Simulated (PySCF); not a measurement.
# Complete the spectrum of C2H8GeO

Species: C2H8GeO.
InChI=1S/C2H8GeO/c1-2-4-3/h2H2,1,3H3

Computed, not measured: TDDFT PBE0/def2-SVPD, vertical, gas phase, core orbitals frozen in the response in PySCF 2.14.0, density-fitted response routines. The structure is a single PBE0-D3(BJ)/def2-SVP conformer in the gas phase; no vibrational or solvent corrections. Relativistic effects, spin–orbit coupling among them, are left out although an element past zinc is present. Torsions of this conformer, `[CH3:1][CH2:2][O:3][GeH3:4]`: C1–C2–O3–Ge4 178°.

Lowest singlets, with some entries withheld (?).

```json
{"state": "S1", "E (eV)": "6.39", "f": "0.0000", "main configurations (H = HOMO, L = LUMO)": "H→L (98%)"}
{"state": "S2", "E (eV)": "?", "f": "?", "main configurations (H = HOMO, L = LUMO)": "?"}
{"state": "S3", "E (eV)": "7.40", "f": "0.047", "main configurations (H = HOMO, L = LUMO)": "H-1→L (96%)"}
{"state": "S4", "E (eV)": "?", "f": "?", "main configurations (H = HOMO, L = LUMO)": "?"}
{"state": "S5", "E (eV)": "7.85", "f": "0.0002", "main configurations (H = HOMO, L = LUMO)": "H→L+3 (65%), H→L+2 (32%)"}
{"state": "S6", "E (eV)": "7.92", "f": "0.021", "main configurations (H = HOMO, L = LUMO)": "H-1→L+1 (75%), H→L+4 (23%)"}
```

(1) What stands in place of each question mark?

(2) How far apart are S1 and S6, in eV and cm⁻¹?

(3) What is the mean static polarisability from the same response equations?

Results:

(1) 
- S2: E = 7.00 eV; f = 0.032; H→L+1 (98%)
- S4: E = 7.68 eV; f = 0.0002; H→L+2 (65%), H→L+3 (33%)

(2) 7.921 − 6.388 = 1.533 eV, or about 12360 cm⁻¹.

(3) 62.3 au (9.23 Å³), with principal values 56.3, 57.8 and 72.6 au.

The run took 63 s (with the writing of density and orbital grids) on Intel Xeon at 2.50 GHz, one thread, shared host, and the process peaked at 0.75 GiB of memory.

Without π bonds the low states may be Rydberg-like; a valence basis with one diffuse set may place them up to an eV too high.
